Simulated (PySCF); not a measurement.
**Trend along group 13: MZn cations**

CCSD(T) with double-zeta basis sets in PySCF, for the lowest determinant that a PBE0 search found; no spin–orbit coupling. De refers to high-spin ground-configuration atoms (the charge goes to the atom of lower measured ionisation energy or higher electron affinity, which is not always the lowest computed limit).

```
 M       basis  reference, frozen orbitals  charged atom  state (unpaired electrons)  Re (Å)  ωe (cm⁻¹)  De (eV)
 B    def2-SVP                      RHF, 6            B+      singlet (closed shell)   2.364        344     1.77
Al  6-31G(d,p)                     RHF, 10           Al+      singlet (closed shell)   2.820        158     0.60
Tl    def2-SVP                      RHF, 9           Tl+      singlet (closed shell)   3.177       84.8      n/a
```

The shortest bond is that of ZnB⁺ (2.364 Å), the longest that of TlZn⁺ (3.177 Å).

The rows differ in basis set, which adds steps of its own.

Down a group the atoms grow and get heavier, so bonds lengthen and wavenumbers fall; this series shows no clear exception.

Correlated steps freeze the inner cores (6 to 10 orbitals); shallow outer-core shells are correlated. Correlated levels converge slowly with the basis: in double zeta they bind strong bonds too weakly, by up to about 1 eV, and carry superposition errors of some tenths. Spin–orbit coupling is left out. For an ion De counts to the pair picked by the measured ionisation energies or electron affinities, which need not be the lowest pair at this level.
